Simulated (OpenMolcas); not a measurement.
**neutral osmium: CASPT2 settings compared**

| Quantity | Value |
| --- | --- |
| Program | OpenMolcas |
| Basis | ANO-R1 [7s5p4d2f] |
| Scalar Hamiltonian | X2C, finite nucleus |
| Active space | 8 electrons in 6 orbitals (5d 6s) |
| State averaging | 2S+1 = 5 even, 15 roots; 2S+1 = 3 even, 70 roots (54 in the spin-orbit step); 2S+1 = 1 even, 44 roots (27 in the spin-orbit step) |
| Spin-orbit coupling | state interaction with AMFI integrals over the reference wave functions, term energies averaged over their components |

Methods on the same reference wave functions:
A. CASSCF
B. SS-CASPT2, IPEA 0.6 Eh, real shift 0.25 Eh (closed shells correlated: 5s 5p)
C. SS-CASPT2, IPEA 0.75 Eh, sigma2 regulariser 0.15 Eh (closed shells correlated: 4f 5s 5p)
D. SS-CASPT2, IPEA 0.6 Eh, sigma1 regulariser 0.4 Eh (closed shells correlated: none)
E. MS-CASPT2, IPEA 0.6 Eh, sigma1 regulariser 0.4 Eh (closed shells correlated: none)
F. MS-CASPT2, IPEA 0.75 Eh, sigma2 regulariser 0.15 Eh (closed shells correlated: 4f 5s 5p)

Energies in eV above 5d⁶ 6s² ⁵D₄, the measured ground level; measured values from NIST Handbook of Basic Atomic Spectroscopic Data.

| Level | A | B | C | D | E | F | Measured |
| --- | --- | --- | --- | --- | --- | --- | --- |
| 5d⁶ 6s² ⁵D₄ | 0.0000 | 0.0000 | 0.0000 | 0.0000 | 0.0000 | 0.0000 | 0.0000 |
| 5d⁷ 6s ⁵F₅ | 0.3180 | 1.005 | 0.980 | 0.747 | 0.747 | 0.999 | 0.6378 |
| 5d⁶ 6s² ⁵D₃ | 0.4830 | 0.461 | 0.459 | 0.469 | 0.467 | 0.462 | 0.5157 |
| 5d⁶ 6s² ⁵D₁ | 0.7573 | 0.775 | 0.778 | 0.771 | 0.767 | 0.782 | 0.7149 |
| 5d⁷ 6s ⁵F₄ | 0.8194 | 1.496 | 1.474 | 1.240 | 1.236 | 1.491 | 1.0840 |
| 5d⁶ 6s² ⁵D₀ | 0.8970 | 0.892 | 0.893 | 0.895 | 0.892 | 0.897 | 0.7554 |
| 5d⁷ 6s ⁵F₃ | 1.2174 | 1.899 | 1.875 | 1.641 | 1.637 | 1.884 | 1.4107 |
| 5d⁷ 6s ⁵F₂ | 1.4858 | 2.152 | 2.131 | 1.899 | 1.894 | 2.136 | 1.5838 |
| 5d⁷ 6s ⁵F₁ [70 %] | 1.5929 | 2.210 | 2.201 | 1.980 | 1.976 | 2.206 | 1.6143 |
| 5d⁶ 6s² ³F₂ [51 %] | 1.8832 | 2.237 | 2.286 | 2.107 | 2.107 | 2.281 |  |
| 5d⁶ 6s² ³H₆ | 1.9061 | 2.184 | 2.235 | 2.197 | 2.194 | 2.239 |  |

Deviations, from unrounded energies. A percentage is the sum of absolute deviations over the sum of measured energies, with the sign that they share, or ± where signs differ.

| Against measurement | Levels | A | B | C | D | E | F |
| --- | --- | --- | --- | --- | --- | --- | --- |
| mean absolute deviation (cm-1) | 8 | 1100 | 2700 | 2600 | 1400 | 1400 | 2700 |
| fine structure of the ground term (%) | 3 | ±10.9 | ±12.6 | ±13.0 | ±12.2 | ±12.0 | ±13.2 |
| other configurations (%) | 5 | -14.2 | +38.4 | +36.8 | +18.6 | +18.3 | +37.7 |

A lies closest to measurement on these levels and B furthest from it. The largest miss of A in the table is 5d⁷ 6s ⁵F₅, by -2600 cm-1. The ranking rests on the paired levels alone, and a cruder setting can come out closer through cancelling errors.

Among B to F the level of the table that moves most is 5d⁷ 6s ⁵F₃, by 2100 cm-1 (lowest in E, highest in B). Moves below CASPT2's spread within the term are not significant.

The mean deviations of B to F differ by less than CASPT2's widest spread within a term (1400 cm-1), so their order carries little weight.

From A to B the spin-free energies of the other terms of 5d⁶ 6s² shown, above ⁵D, scale by factors of 1.20 to 1.34.

The lowest spin-free term lies below A's lowest term by 0.318 hartree in B, 0.389 hartree in C, 0.157 hartree in D, 0.157 hartree in E, 0.389 hartree in F.

CASPT2 breaks the degeneracy within a term, and the mean is taken; among the terms shown or strongly mixed into the levels shown the widest spread is 1400 cm-1 (5d⁷ 6s ⁵F, F). Some high roots are left out of the spin-orbit mixing, which shifts the levels that they would mix with. Configurations are named by rounded mean occupations; where the s occupation lies near a half they are strongly mixed, a name can repeat and a true partner stay unpaired. A single d shell beside an s shell can misplace configurations of different d count against each other. Without dynamic correlation excited terms often stand tens of per cent too high (terms of higher spin than the ground term too low), and those without a measured partner can miss by more than the paired ones (holds for A). Some terms miss by over 15 % even with CASPT2, which points to a basis or an active space too small for the shells correlated (holds for B; C; D; E; F). Some levels mix across a computed gap that differs much from the measured one, so their mixing is not that of the real levels (holds for D; E). Measured partners are found by configuration, term and J. A level has none where our copy of the source lacks it or the pairing is in doubt (some pairs that miss far off the trend of their configuration count as doubtful), and it then counts in no deviation. Levels of configurations outside the active space are missing. The table leaves out levels that lie high or whose names do not pair safely across all columns.

A share in square brackets marks a mixed level and gives the weight of the term that names it, the lowest over the columns.
